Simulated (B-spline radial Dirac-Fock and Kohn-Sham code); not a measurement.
**Isotope-shift constants of the inner levels of Pb²⁺**

System: the Pb²⁺ ion, [Xe] 4f14 5d10 6s2.

These are calculated numbers from a radial finite-basis atomic code; the model is first-order field-shift and mass-shift constants from Dirac-Fock ground and hole states with a Fermi nucleus; the mass shift has no relativistic recoil terms. A binding energy shifts by δE = F·δ⟨r²⟩ + (K_N + K_S)·δ(1/M); F is taken for a change of radius at fixed skin thickness and so holds the higher radial moments.

```
     level  F (meV/fm²)
    K (1s)        -1690
   L1 (2s)       -258.3
L2 (2p1/2)       -8.390
L3 (2p3/2)        9.911
   M1 (3s)       -59.46
M2 (3p1/2)       -1.993
M3 (3p3/2)        2.899
M4 (3d3/2)        2.714
M5 (3d5/2)        2.560
```

The mass shift is not given and not included below: at this Z its relativistic corrections are large. It matters little for K lines but can be comparable with the field shift of L lines.

Field shifts alone in meV from A = 208 (mass 207.9767 u, rms radius 5.5012 fm); radii from Angeli and Marinova (2013).

```csv
A,mass (u),radius (fm),Kα1,Kα2,Kβ1,Lα1
185,184.9876,5.3984,+1904.7,+1884.2,+1896.8,-8.2
186,185.9842,5.4027,+1825.7,+1806.1,+1818.2,-7.9
187,186.9839,5.4079,+1730.2,+1711.6,+1723.0,-7.5
193,192.9761,5.431,+1304.6,+1290.5,+1299.2,-5.6
197,196.9734,5.4446,+1053.1,+1041.8,+1048.8,-4.6
199,198.9729,5.4529,+899.4,+889.7,+895.7,-3.9
200,199.9718,5.4611,+747.3,+739.2,+744.2,-3.2
205,204.9745,5.4828,+343.6,+339.9,+342.1,-1.5
207,206.9759,5.4943,?,?,?,?
211,210.9887,5.529,-521.3,-515.6,-519.1,+2.3
```

Task: What are the shifts for A = 207?

Result: Kα1 +129.0 meV; Kα2 +127.6 meV; Kβ1 +128.4 meV; Lα1 -0.6 meV.
